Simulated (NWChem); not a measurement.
Si₂H₆O₃; SMILES O[SiH2][SiH](O)O

```xyz
11

O      0.9110    -1.7386    -0.5521
Si    -0.6346    -1.2898    -0.0364
Si    -0.1060     0.9334     0.4770
O      1.5563     0.8810     0.5054
O     -0.7365     1.8736    -0.7445
H      1.0467    -2.6416    -0.8543
H     -1.6490    -1.4913    -1.1191
H     -1.0689    -2.1192     1.1355
H     -0.5413     1.4757     1.7966
H      1.8925     0.1106     0.0234
H     -0.6040     2.8240    -0.6678
```
Atoms are numbered in this order, from 1.

The geometry was optimised at PBE0/def2-SVP.

### Question
Give the principal values of the shielding tensors (ppm) of O1, Si2, Si3, O4, O5 from BHandHLYP/pcSseg-1, GIAO (NWChem), with their diamagnetic and paramagnetic parts as GIAO splits them.

### Answer
| atom | σ11 | σ22 | σ33 | isotropic | diamagnetic | paramagnetic |
|---|---|---|---|---|---|---|
| O1 | 293.1 | 354.6 | 389.0 | 345.6 | 392.8 | -47.3 |
| Si2 | 345.4 | 354.5 | 459.9 | 386.6 | 878.7 | -492.1 |
| Si3 | 351.7 | 382.6 | 394.2 | 376.2 | 878.7 | -502.5 |
| O4 | 192.3 | 280.6 | 336.2 | 269.7 | 393.2 | -123.5 |
| O5 | 225.2 | 283.7 | 305.0 | 271.3 | 392.6 | -121.3 |
